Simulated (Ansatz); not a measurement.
One geometry of TiF2Cl2 (TiCl₂F₂), several levels of theory.

```yaml
crystal:
  periodic: [false, false, false]
  atoms:
    - {symbol: Ti, position_ang: [0.078547, -0.000209, 0.055033]}
    - {symbol: F, position_ang: [0.095854, -0.014415, 1.783294]}
    - {symbol: F, position_ang: [1.708901, 0.008568, -0.518773]}
    - {symbol: Cl, position_ang: [-0.946229, 1.789186, -0.645146]}
    - {symbol: Cl, position_ang: [-0.937063, -1.783130, -0.674407]}
basis:
  gaussian: {orbitals: def2-TZVP, initial_orbitals: start.molden}
hamiltonian: {xc: {name: BLYP}, dispersion: d4}
scf: {omitted_lower_state_checks: [starts]}
output: {orbitals: {seedname: orbitals}}
```

The file start.molden holds the orbitals of an earlier run on this structure, at another level or in another basis.

```sh
$ ansatz run in.yaml --threads 4 --pin off --events-out ev --progress --plain --max-ram 3916MiB
```

Output, abridged:

```
Functional definition: BLYP
1237 factors; their error is unknown
mean field evaluation 1: about -53605.9553 eV, gradient 2.0e1 eV
mean field evaluation 2: about -53606.3164 eV, gradient 4.3e-1 eV
mean field evaluation 4: about -53606.3112 eV, gradient 5.1e-2 eV
mean field -53606.31118882 eV, -1969.9956005263 hartree, gradient 2.2e-5 eV, S^2 0.000000; 0 other end points of the search recorded, 0 dependent functions left out
reference -53606.31154895 eV, -1969.9956137608 hartree; 37, 37 occupied and 144, 144 virtual orbitals, 1237 factors
Total energy: -53606.62871022 eV, -1970.0072692227 hartree
Checks for a lower state left out: starts
```

Run time 1.7 s (4 threads of Arm Neoverse V2 on a shared host).

As the first input, with `gaussian: {orbitals: STO-3G}`, `hamiltonian: {xc: hf}` (abridged; 0.2 s):

```
Functional definition: HF
mean field -52939.49429973 eV, -1945.4905318369 hartree, gradient 1.3e-5 eV, S^2 0.000000
Total energy: -52939.49429973 eV, -1945.4905318369 hartree
Checks for a lower state left out: starts
```

The first input with `hamiltonian: {xc: {name: B3LYP}, dispersion: d4}` (abridged; 2.4 s):

```
Functional definition: B3LYP
mean field -53606.61378891 eV, -1970.0067208745 hartree, gradient 6.8e-5 eV, S^2 0.000000
Total energy: -53606.85975755 eV, -1970.0157600553 hartree
Checks for a lower state left out: starts
```

The first input with `hamiltonian: {xc: {name: r2SCAN0}, dispersion: d4}` (abridged; 4.3 s):

```
Functional definition: r2SCAN0
mean field -53598.90223412 eV, -1969.7233264631 hartree, gradient 2.0e-5 eV, S^2 0.000000
Total energy: -53598.94414252 eV, -1969.7248665683 hartree
Checks for a lower state left out: starts
```

First input, but with `hamiltonian: {xc: {name: r2SCANh}, dispersion: d4}` (abridged; 4.6 s):

```
Functional definition: r2SCANh
mean field -53600.26443974 eV, -1969.7733865964 hartree, gradient 5.2e-6 eV, S^2 0.000000
Total energy: -53600.30179259 eV, -1969.7747592883 hartree
Checks for a lower state left out: starts
```

The first input with `gaussian: {orbitals: def2-SVP, initial_orbitals: start.molden}`, `hamiltonian: {xc: pbe0, dispersion: d4}` (abridged; 1.3 s):

```
Functional definition: PBE0
mean field -53567.86597352 eV, -1968.5827649232 hartree, gradient 2.1e-5 eV, S^2 0.000000
Total energy: -53567.99477931 eV, -1968.5874984487 hartree
Checks for a lower state left out: starts
```

The first input with `gaussian: {orbitals: 6-31G}`, `hamiltonian: {xc: {name: B3LYP}, dispersion: d4}` (abridged; 1.1 s):

```
Functional definition: B3LYP
mean field evaluation 16: about -53598.9207 eV, gradient 7.3e-5 eV
mean field -53598.92070467 eV, -1969.7240052433 hartree, gradient 7.4e-5 eV, S^2 0.000000
Total energy: -53599.16671105 eV, -1969.7330458110 hartree
Checks for a lower state left out: starts
```

Geometry: B3LYP-D4/def2-SVP.

The 6-31G sets use Cartesian d functions. B3LYP takes the VWN-RPA correlation.
